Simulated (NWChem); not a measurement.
C2H2BrCl; SMILES Cl/C=C\Br

All runs: NWChem. Structure relaxed at the PBE0/def2-SVP level. Ions are spin-unrestricted doublets at the neutral geometry; other ion states weren't tried.

Problem. Estimate the computed values for PBE0/def2-SVP. Quantities: vertical ionisation energy, ΔSCF (eV); −ε(HOMO) (eV).

Solution. 
- vertical ionisation energy, ΔSCF (eV) = 9.41
- −ε(HOMO) (eV) = 7.18
